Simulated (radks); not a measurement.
The numbers below are computed, except where a source is named.
Spherical quantum dot in the effective-mass picture: electrons in a parabolic well V = omega^2 r^2 / 2 with omega = 1.64, with a point charge +1 (a donor) at the centre, all in effective atomic units (hartree* = m*/eps^2 hartree, bohr* = eps/m* bohr), one dielectric constant everywhere. Level of theory: non-relativistic Kohn-Sham, PBEsol, spin-polarised, spherical densities (a radial shooting solver with Libxc functionals). Levels are named by radial order and angular momentum (1s, 1p, 1d, 2s, ...), and open shells are averaged over m.

N = 18, configuration 1s2 1p6 1d(up 5, down 3) 2s2. This is the lowest configuration that the search found. Occupied and some empty levels:

| level | occupation | eigenvalue (hartree*) | <r> (bohr*) |
|---|---|---|---|
| 1s up | 1 | 12.499 | 1.052 |
| 1s down | 1 | 12.525 | 1.043 |
| 1p up | 3 | 13.616 | 1.479 |
| 1p down | 3 | 13.658 | 1.476 |
| 2s up | 1 | 14.524 | 1.487 |
| 2s down | 1 | 14.554 | 1.493 |
| 1d up | 5 | 14.657 | 1.723 |
| 1d down | 3 | 14.702 | 1.723 |
| 1f up | 0 | 15.762 | 1.910 |
| 1f down | 0 | 15.807 | 1.912 |
| 2p up | 0 | 15.950 | 1.705 |
| 2p down | 0 | 15.980 | 1.707 |
| 1g up | 0 | 16.936 | 2.068 |
| 1g down | 0 | 16.978 | 2.072 |

Energy (hartree*): total 162.765, kinetic 29.700, external 49.915, Hartree 93.842, exchange-correlation -10.692.
